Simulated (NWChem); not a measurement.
System meant: GaF3; SMILES [F][Ga]([F])[F]

The following NWChem deck was run.

```
start job
memory heap 200 mb stack 900 mb global 1100 mb
geometry units angstroms noautoz
  Ga     0.000000     0.000000     0.000000
  F     -1.667341     0.451414     0.000000
  F      1.224607     1.218253     0.000000
  F      0.442735    -1.669667     0.000000
end
basis spherical
  * library def2-svp
end
dft
  xc pbe0
  iterations 4
  mulliken
end
task dft energy
```

End of the output:

```
    Atom       Charge   Shell Charges
 -----------   ------   -------------------------------------------------------
    1 Ga  31    30.49   2.00  2.00  1.92  0.55  0.16  5.99  5.83  0.90  0.41  7.84  2.05  0.85
    2 F    9     9.17   1.98  1.02  0.76  3.19  2.22  0.00
    3 F    9     9.17   1.98  1.02  0.76  3.19  2.22  0.00
    4 F    9     9.17   1.98  1.02  0.76  3.19  2.22  0.00

 center of mass
 --------------
 x =  -0.00000000 y =   0.00000000 z =   0.00000000

 moments of inertia (a.u.)
 ------------------
         303.651850578003           0.000000000000           0.000000000000
           0.000000000000         303.651850578003           0.000000000000
           0.000000000000           0.000000000000         607.303701156006

     Multipole analysis of the density
     ---------------------------------

     L   x y z        total         alpha         beta         nuclear
     -   - - -        -----         -----         ----         -------
     0   0 0 0     -0.000000    -29.000000    -29.000000     58.000000

     1   1 0 0     -0.000000     -0.000000     -0.000000     -0.000000
     1   0 1 0     -0.000000     -0.000000     -0.000000     -0.000000
     1   0 0 1     -0.000000     -0.000000     -0.000000      0.000000

     2   2 0 0    -25.894582    -84.870891    -84.870891    143.847201
     2   1 1 0      0.000000      0.000000      0.000000     -0.000000
     2   1 0 1      0.000000      0.000000      0.000000      0.000000
     2   0 2 0    -25.894582    -84.870891    -84.870891    143.847201
     2   0 1 1     -0.000000     -0.000000     -0.000000      0.000000
     2   0 0 2    -18.836909     -9.418455     -9.418455      0.000000

 ------------------------------------------------------------------------
 dft energy failed                                                                                  0
 ------------------------------------------------------------------------
 ------------------------------------------------------------------------
  current input line :
    17: task dft energy
 ------------------------------------------------------------------------
 ------------------------------------------------------------------------
 This type of error is most commonly associated with calculations not reaching convergence criteria
 ------------------------------------------------------------------------
 For more information see the NWChem manual at https://nwchemgit.github.io

0:dft energy failed:Received an Error in Communication
```

Task: Find the fault in this run and fix the input.

Result: Convergence was not reached. Cause: the SCF was allowed too few iterations. This input runs:
```
start job
memory heap 200 mb stack 900 mb global 1100 mb
geometry units angstroms noautoz
  Ga     0.000000     0.000000     0.000000
  F     -1.667341     0.451414     0.000000
  F      1.224607     1.218253     0.000000
  F      0.442735    -1.669667     0.000000
end
basis spherical
  Ga library def2-svp
  F library def2-svp
end
dft
  xc pbe0
  iterations 150
  mulliken
end
task dft energy
```
It converges to -2223.47455 Ha (PBE0/def2-SVP).
